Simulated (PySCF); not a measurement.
**Working out the ionisation energy of O(2+)**

O(2+) [He] 2s2 2p2 (3P) → O(3+) [He] 2s2 2p1 (2P). Computed with PySCF 2.14 in x2c-SVPall (3s2p1d, 14 functions), with the spin-free X2C one-electron Hamiltonian (Gaussian nucleus). Frozen: 1s2. Energies in hartree (1 hartree = 27.21139 eV):

```
            part  O(2+) (lower)  O(3+) (upper)
             UHF     -73.052317     -71.039177
CCSD correlation      -0.077577      -0.082801
             (T)      -0.000630      -0.000503
```

Task: What does Hartree-Fock give?

Result: (-71.039177) − (-73.052317) = 2.013140 hartree = 54.780 eV.

Task: What do CCSD and CCSD(T) give?

Result: The CCSD correlation energies differ by -0.005224 hartree = -0.142 eV and the triples by 0.000127 hartree = 0.003 eV, so CCSD gives 54.638 eV and CCSD(T) 54.641 eV.

Reference: 54.936 eV (semi-empirical (NIST evaluation); NIST Atomic Spectra Database, ionization energies), between the lowest levels; spin-orbit coupling is absent from the calculation.

A double-zeta basis recovers only part of the correlation energy.

What remains against the reference includes basis incompleteness, the frozen core and higher excitations.
